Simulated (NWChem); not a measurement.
All runs are NWChem calculations. System: SeSn, charge 0, spin multiplicity 1, at a geometry optimised with PBE0/def2-SVP with def2 effective core potentials on Sn. The structure started from a generated list of species. Level: BLYP/def2-TZVP with def2 effective core potentials on Sn.

Job file:

```
start mol
memory heap 200 mb stack 900 mb global 1100 mb
geometry units angstroms nocenter noautoz
  Sn     0.000000     0.000000     0.946317
  Se     0.000000     0.000000    -1.391642
  symmetry group C2v
end
basis spherical
  * library def2-tzvp
end
ecp
  Sn library def2-ecp
end
dft
  xc becke88 lyp
  semidirect memsize 60000000 filesize 0
  iterations 100
end
task dft energy
```

Output (cleaned and shortened):

```
             Northwest Computational Chemistry Package (NWChem) 7.3.0
             --------------------------------------------------------

                                NWChem Input Module
                                -------------------

 Scaling coordinates for geometry "geometry" by  1.889725989
 (inverse scale =  0.529177249)

 Turning off AUTOSYM since
 SYMMETRY directive was detected!

                             Geometry "geometry" -> ""
                             -------------------------

 Output coordinates in angstroms (scale by  1.889725989 to convert to a.u.)

  No.       Tag          Charge          X              Y              Z
 ---- ---------------- ---------- -------------- -------------- --------------
    1 Sn                  50.0000     0.00000000     0.00000000     0.94631700
    2 Se                  34.0000     0.00000000     0.00000000    -1.39164200

 Effective nuclear repulsion energy (a.u.)     384.7806241681

            Nuclear Dipole moment (a.u.)
            ----------------------------
        X                 Y               Z
 ---------------- ---------------- ----------------
     0.0000000000     0.0000000000     0.0000415740

      Symmetry information
      --------------------

 Group name             C2v
 Group number             16
 Group order               4
 No. of unique centers     2

      Symmetry unique atoms

     1    2


 Summary of "ao basis" -> "" (spherical)
 ------------------------------------------------------------------------------
       Tag                 Description            Shells   Functions and Types
 ---------------- ------------------------------  ------  ---------------------
 *                         def2-tzvp                  on all atoms

                                 NWChem DFT Module
                                 -----------------

 Summary of "ao basis" -> "ao basis" (spherical)
 ------------------------------------------------------------------------------
       Tag                 Description            Shells   Functions and Types
 ---------------- ------------------------------  ------  ---------------------
 Sn                        def2-tzvp                16       50   6s5p3d2f
 Se                        def2-tzvp                16       48   6s5p4d1f

 Summary of "ao basis" -> "ao basis" (spherical)
 ------------------------------------------------------------------------------
       Tag                 Description            Shells   Functions and Types
 ---------------- ------------------------------  ------  ---------------------
 Sn                        def2-tzvp                16       50   6s5p3d2f
 Se                        def2-tzvp                16       48   6s5p4d1f

      Symmetry analysis of basis
      --------------------------

        a1         42
        a2         10
        b1         23
        b2         23

            General Information
            -------------------
          SCF calculation type: DFT
          Wavefunction type:  closed shell.
          No. of atoms     :     2
          No. of electrons :    56
           Alpha electrons :    28
            Beta electrons :    28
          Charge           :     0
          Spin multiplicity:     1
          Use of symmetry is: on ; symmetry adaption is: on
          Maximum number of iterations: 100
          AO basis - number of functions:    98
                     number of shells:    32
          Convergence on energy requested:  1.00D-06
          Convergence on density requested:  1.00D-05
          Convergence on gradient requested:  5.00D-04

              XC Information
              --------------
                    Becke 1988 Exchange Functional  1.000
              Lee-Yang-Parr Correlation Functional  1.000

             Grid Information
             ----------------
          Grid used for XC integration:  medium
          Radial quadrature: Mura-Knowles
          Angular quadrature: Lebedev.
          Tag              B.-S. Rad. Rad. Pts. Rad. Cut. Ang. Pts.
          ---              ---------- --------- --------- ---------
          Sn                  1.45      123          10.0       590
          Se                  1.15      112          10.0       590
          Grid pruning is: on
          Number of quadrature shells:   235
          Spatial weights used:  Erf1

          Convergence Information
          -----------------------
          Convergence aids based upon iterative change in
          total energy or number of iterations.
          Levelshifting, if invoked, occurs when the
          HOMO/LUMO gap drops below (HL_TOL):  1.00D-02
          DIIS, if invoked, will attempt to extrapolate
          using up to (NFOCK): 10 stored Fock matrices.

                    Damping( 0%)  Levelshifting(0.5)       DIIS
                  --------------- ------------------- ---------------
          dE  on:    start            ASAP                start
          dE off:    2 iters        100 iters           100 iters

      Screening Tolerance Information
      -------------------------------
          Density screening/tol_rho:  1.00D-10
          AO Gaussian exp screening on grid/accAOfunc:  14
          CD Gaussian exp screening on grid/accCDfunc:  20
          XC Gaussian exp screening on grid/accXCfunc:  20
          Schwarz screening/accCoul:  1.00D-08

      Superposition of Atomic Density Guess
      -------------------------------------

 Sum of atomic energies:       -2648.91863026

      Non-variational initial energy
      ------------------------------

 Total energy =   -2613.228176
 1-e energy   =   -4057.354591
 2-e energy   =    1274.822940
 HOMO         =      -0.268291
 LUMO         =      -0.049597

      Symmetry analysis of molecular orbitals - initial
      -------------------------------------------------

 !! scf_movecs_sym_adapt:   66 vectors were symmetry contaminated

  Symmetry fudging

 !! scf_movecs_sym_adapt:   60 vectors were symmetry contaminated

  Numbering of irreducible representations:

     1 a1          2 a2          3 b1          4 b2

  Orbital symmetries:

     1 a1          2 a1          3 a1          4 b1          5 b2
     6 a1          7 a1          8 b2          9 b1         10 a1
    11 a1         12 b2         13 b1         14 a1         15 b2
    16 b1         17 a2         18 a1         19 a1         20 b1
    21 b2         22 a2         23 a1         24 a1         25 a1
    26 b2         27 b1         28 a1         29 b2         30 b1
    31 a1         32 b1         33 b2         34 a1         35 a1
    36 a2         37 a1         38 a1

------------------------------------------------------------
EAF file 0: "./mol.aoints.0" size=524288 bytes
------------------------------------------------------------
               write      read    awrite     aread      wait
               -----      ----    ------     -----      ----
     calls:        1         0         0         0         0
   data(b): 5.24e+05  0.00e+00  0.00e+00  0.00e+00
   time(s): 0.00e+00  0.00e+00  0.00e+00  0.00e+00  0.00e+00
rate(mb/s): 0.00e+00  0.00e+00
------------------------------------------------------------

 !! scf_movecs_sym_adapt:   46 vectors were symmetry contaminated

  Symmetry fudging

 !! scf_movecs_sym_adapt:   46 vectors were symmetry contaminated

   convergence    iter        energy       DeltaE   RMS-Dens  Diis-err    time
 ---------------- ----- ----------------- --------- --------- ---------  ------
 d= 0,ls=0.0,diis     1  -2615.8050489665 -2.79D+03  3.08D-02  1.01D+00     3.7

 !! scf_movecs_sym_adapt:   46 vectors were symmetry contaminated

  Symmetry fudging

 !! scf_movecs_sym_adapt:   46 vectors were symmetry contaminated

 d= 0,ls=0.0,diis     2  -2613.9396512638  1.87D+00  2.80D-02  7.79D+00     3.8

 !! scf_movecs_sym_adapt:   46 vectors were symmetry contaminated

  Symmetry fudging

 !! scf_movecs_sym_adapt:   46 vectors were symmetry contaminated

 d= 0,ls=0.0,diis     3  -2615.8058706107 -1.87D+00  6.34D-03  5.16D-01     3.9

 !! scf_movecs_sym_adapt:   46 vectors were symmetry contaminated

  Symmetry fudging

 !! scf_movecs_sym_adapt:   46 vectors were symmetry contaminated

 d= 0,ls=0.0,diis     4  -2615.9103392781 -1.04D-01  1.61D-03  2.35D-03     4.0

 !! scf_movecs_sym_adapt:   46 vectors were symmetry contaminated

  Symmetry fudging

 !! scf_movecs_sym_adapt:   46 vectors were symmetry contaminated

 d= 0,ls=0.0,diis     5  -2615.9091307013  1.21D-03  6.98D-04  7.36D-03     4.1

 !! scf_movecs_sym_adapt:   46 vectors were symmetry contaminated

  Symmetry fudging

 !! scf_movecs_sym_adapt:   46 vectors were symmetry contaminated

  Resetting Diis
 d= 0,ls=0.0,diis     6  -2615.9108808730 -1.75D-03  1.30D-04  2.52D-04     4.2

 !! scf_movecs_sym_adapt:   46 vectors were symmetry contaminated

  Symmetry fudging

 !! scf_movecs_sym_adapt:   46 vectors were symmetry contaminated

 d= 0,ls=0.0,diis     7  -2615.9109222608 -4.14D-05  2.99D-04  5.17D-05     4.3

 !! scf_movecs_sym_adapt:   50 vectors were symmetry contaminated

  Symmetry fudging

 !! scf_movecs_sym_adapt:   46 vectors were symmetry contaminated

 d= 0,ls=0.0,diis     8  -2615.9107362034  1.86D-04  2.59D-04  9.84D-04     4.4

 !! scf_movecs_sym_adapt:   46 vectors were symmetry contaminated

  Symmetry fudging

 !! scf_movecs_sym_adapt:   44 vectors were symmetry contaminated

 d= 0,ls=0.0,diis     9  -2615.9109301831 -1.94D-04  1.84D-05  4.78D-06     4.5

 !! scf_movecs_sym_adapt:   46 vectors were symmetry contaminated

  Symmetry fudging

 !! scf_movecs_sym_adapt:   44 vectors were symmetry contaminated

 d= 0,ls=0.0,diis    10  -2615.9109310709 -8.88D-07  1.73D-06  3.40D-08     4.6

         Total DFT energy =    -2615.910931070861
      One electron energy =    -4058.160169566898
           Coulomb energy =     1378.107131864145
    Exchange-Corr. energy =     -105.161368002083
 Nuclear repulsion energy =      169.303474633975

 Numeric. integr. density =       55.999999966654

     Total iterative time =      3.1s

                  Occupations of the irreducible representations
                  ----------------------------------------------

                     irrep           alpha         beta
                     --------     --------     --------
                     a1               14.0         14.0
                     a2                2.0          2.0
                     b1                6.0          6.0
                     b2                6.0          6.0

                       DFT Final Molecular Orbital Analysis
                       ------------------------------------

 Vector   26  Occ=2.000000D+00  E=-2.244458D-01  Symmetry=a1
              MO Center= -2.9D-15, -1.3D-16, -1.6D-01, r^2= 4.3D+00
   Bfn.  Coefficient  Atom+Function         Bfn.  Coefficient  Atom+Function
  ----- ------------  ---------------      ----- ------------  ---------------
     6      0.411718  1 Sn s                 68     -0.381040  2 Se pz
    71     -0.291213  2 Se pz                12     -0.266160  1 Sn pz
    62      0.265378  2 Se pz                15      0.261185  1 Sn pz
    65     -0.241374  2 Se pz                18      0.198729  1 Sn pz
     5      0.182871  1 Sn s                  2      0.171190  1 Sn s

 Vector   27  Occ=2.000000D+00  E=-2.181062D-01  Symmetry=b1
              MO Center= -8.7D-18,  3.3D-18, -8.4D-01, r^2= 2.7D+00
   Bfn.  Coefficient  Atom+Function         Bfn.  Coefficient  Atom+Function
  ----- ------------  ---------------      ----- ------------  ---------------
    66      0.412721  2 Se px                60     -0.286914  2 Se px
    69      0.287322  2 Se px                63      0.260487  2 Se px
    16      0.204613  1 Sn px                10     -0.176308  1 Sn px
    13      0.167495  1 Sn px                19      0.088596  1 Sn px
    57      0.087510  2 Se px                25     -0.059596  1 Sn d  1

 Vector   28  Occ=2.000000D+00  E=-2.181062D-01  Symmetry=b2
              MO Center=  1.2D-18,  5.6D-16, -8.4D-01, r^2= 2.7D+00
   Bfn.  Coefficient  Atom+Function         Bfn.  Coefficient  Atom+Function
  ----- ------------  ---------------      ----- ------------  ---------------
    67      0.412721  2 Se py                61     -0.286914  2 Se py
    70      0.287322  2 Se py                64      0.260487  2 Se py
    17      0.204613  1 Sn py                11     -0.176308  1 Sn py
    14      0.167495  1 Sn py                20      0.088596  1 Sn py
    58      0.087510  2 Se py                23      0.059596  1 Sn d -1

 Vector   29  Occ=0.000000D+00  E=-1.138990D-01  Symmetry=b2
              MO Center=  5.0D-19,  1.9D-16,  5.2D-01, r^2= 4.4D+00
   Bfn.  Coefficient  Atom+Function         Bfn.  Coefficient  Atom+Function
  ----- ------------  ---------------      ----- ------------  ---------------
    17      0.484946  1 Sn py                20      0.341173  1 Sn py
    11     -0.323614  1 Sn py                14      0.309491  1 Sn py
    70     -0.307666  2 Se py                67     -0.238718  2 Se py
    61      0.175898  2 Se py                64     -0.172899  2 Se py
    58     -0.053328  2 Se py                33      0.045769  1 Sn d -1

 Vector   30  Occ=0.000000D+00  E=-1.138990D-01  Symmetry=b1
              MO Center=  4.9D-15,  2.9D-18,  5.2D-01, r^2= 4.4D+00
   Bfn.  Coefficient  Atom+Function         Bfn.  Coefficient  Atom+Function
  ----- ------------  ---------------      ----- ------------  ---------------
    16      0.484946  1 Sn px                19      0.341173  1 Sn px
    10     -0.323614  1 Sn px                13      0.309491  1 Sn px
    69     -0.307666  2 Se px                66     -0.238718  2 Se px
    60      0.175898  2 Se px                63     -0.172899  2 Se px
    57     -0.053328  2 Se px                35     -0.045769  1 Sn d  1

 Vector   31  Occ=0.000000D+00  E=-1.397612D-02  Symmetry=a1
              MO Center= -6.8D-16, -6.9D-16,  7.6D-01, r^2= 7.7D+00
   Bfn.  Coefficient  Atom+Function         Bfn.  Coefficient  Atom+Function
  ----- ------------  ---------------      ----- ------------  ---------------
    21      0.901083  1 Sn pz                56      0.536868  2 Se s
    71      0.413623  2 Se pz                 6     -0.326677  1 Sn s
     5     -0.275415  1 Sn s                 55      0.197534  2 Se s
    18      0.182633  1 Sn pz                15      0.180978  1 Sn pz
    68      0.177212  2 Se pz                12     -0.170976  1 Sn pz

 center of mass
 --------------
 x =   0.00000000 y =   0.00000000 z =   0.01676823

 moments of inertia (a.u.)
 ------------------
         922.784225702196           0.000000000000           0.000000000000
           0.000000000000         922.784225702196           0.000000000000
           0.000000000000           0.000000000000           0.000000000000

     Multipole analysis of the density
     ---------------------------------

     L   x y z        total         alpha         beta         nuclear
     -   - - -        -----         -----         ----         -------
     0   0 0 0     -0.000000    -28.000000    -28.000000     56.000000

     1   1 0 0     -0.000000     -0.000000     -0.000000      0.000000
     1   0 1 0      0.000000      0.000000      0.000000      0.000000
     1   0 0 1      1.111495     25.591644     25.591644    -50.071794

     2   2 0 0    -31.408618    -15.704309    -15.704309      0.000000
     2   1 1 0     -0.000000     -0.000000     -0.000000      0.000000
     2   1 0 1     -0.000000     -0.000000     -0.000000      0.000000
     2   0 2 0    -31.408618    -15.704309    -15.704309      0.000000
     2   0 1 1      0.000000      0.000000      0.000000      0.000000
     2   0 0 2    -32.783538   -169.140550   -169.140550    305.497562

 Task  times  cpu:        4.6s     wall:        4.6s

 Total times  cpu:        4.6s     wall:        4.6s
```
